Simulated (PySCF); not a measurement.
NMR parameters from quadrupole coupling constants

Species: C5H11F3SSi.
SMILES with atom numbers: `[CH3:1][C:2]([CH3:3])([CH3:4])[S:5][SiH2:6][C:7]([F:8])([F:9])[F:10]` (hydrogens: H11, H12, H13 on C1; H14, H15, H16 on C3; H17, H18, H19 on C4; H20, H21 on Si6)

Structure used (GFN2-xTB), in Å, numbered top down from 1:
```
atom  x, y, z in Å
C1    -1.2962   -1.2260   -0.6803
C2    -1.2109    0.0251    0.1780
C3    -2.2449   -0.0180    1.2968
C4    -1.3745    1.2869   -0.6536
S5     0.4444    0.0866    1.0541
Si6    1.8817   -0.1451   -0.4706
C7     3.5769    0.0804    0.4280
F8     3.7998   -0.8165    1.4047
F9     4.5919   -0.0689   -0.4506
F10    3.7415    1.2966    0.9784
H11   -1.0592   -2.1102   -0.0940
H12   -0.6130   -1.1714   -1.5251
H13   -2.3091   -1.3324   -1.0656
H14   -3.2475   -0.0365    0.8749
H15   -2.1482    0.8568    1.9341
H16   -2.1051   -0.9048    1.9089
H17   -2.3789    1.3200   -1.0723
H18   -0.6608    1.3121   -1.4735
H19   -1.2281    2.1696   -0.0364
H20    1.8734    0.8970   -1.4916
H21    1.9579   -1.4842   -1.0448
```

Computed at PBE0/pcSseg-1 (PySCF, non-relativistic):

```
atom                environment  nucleus  spin I    Q (b)  CQ = χzz (MHz)      η
  S5  sulfur bonded to C and Si      33S     3/2  -0.0678          35.817  0.770
```

Task: Recover the principal values of the field gradient from CQ = 234.96 MHz × Q × Vzz, η = (Vxx − Vyy)/Vzz and a zero trace.

Result: The tensor is traceless, so η fixes the two smaller values:

```json
{"atom": "S5", "Vxx (au)": "0.259", "Vyy (au)": "1.990", "Vzz (au)": "-2.248", "Vzz (10²¹ V/m²)": "-21.85"}
```

Task: At 21.15 T, set νQ = 3|CQ|/[2I(2I − 1)] beside the Larmor frequency (|g| × 7.62259 MHz/T × B; g(33S) = 0.42921), and give PQ = |CQ|√(1 + η²/3).

Result: 
```tsv
atom	PQ (MHz)	νQ (MHz)	ν0 (MHz)	νQ/ν0
S5	39.20	17.91	69.20	0.259
```

For S5: PQ = 35.82 × 1.0944, νQ = 35.82 × 0.5000, ν0 = 3.2717 MHz/T × 21.15 T.

The couplings are those of the rigid, isolated species; surroundings and motion change them. GFN2-xTB bond lengths can be off by several hundredths of an ångström, more for odd bonds, and the gradients follow them. These gradients aren't converged with respect to the basis.

One conformer stands for the species.
